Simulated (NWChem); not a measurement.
C$_{2}$H$_{6}$O$_{2}$Si; SMILES [SiH2](CO)C=O

```xyz
11

O     -0.9579     2.0849     0.2351
C      0.2059     1.8425     0.0221
Si     0.8311     0.0126    -0.0425
C     -0.6825    -1.1303    -0.0963
O     -0.3440    -2.4941     0.0387
H      0.9328     2.6903    -0.1313
H      1.7429    -0.1718    -1.2123
H      1.6260    -0.2421     1.2031
H     -1.4298    -0.7888     0.6467
H     -1.1726    -1.0118    -1.0767
H     -0.0174    -2.6361     0.9332
```
Atoms are numbered in this order, from 1.

Results from NWChem. Pople sets run with spherical d functions. Structure relaxed at the PBE0/def2-SVP level. Absolute isotropic GIAO shieldings of the H sites, static isolated molecule.

```csv
row,"σ, B3LYP/6-31G* (ppm)","σ, PBE/pcSseg-1 (ppm)"
H6,19.99,18.73
H7,27.76,26.81
H8,28.01,27.03
H9,28.24,26.99
H10,28.45,27.31
H11,33.45,withheld
```

Fit a straight line of the last column on the one before it, predict the withheld value, and compare with the run.


1. Means of the 5 shown rows: x = 26.490, y = 25.374. Slope Σ(x − x̄)(y − ȳ)/Σ(x − x̄)² = 54.15/53.08 = 1.020; intercept -1.646.
2. The shown rows scatter about the line by 0.113 (root mean square); the largest residual is -0.17, at H9.
3. At x = 33.45 (H11; beyond the shown range) the line gives 32.47.
4. The run gives 32.68, +0.21 from the line, 1.9 times the scatter.
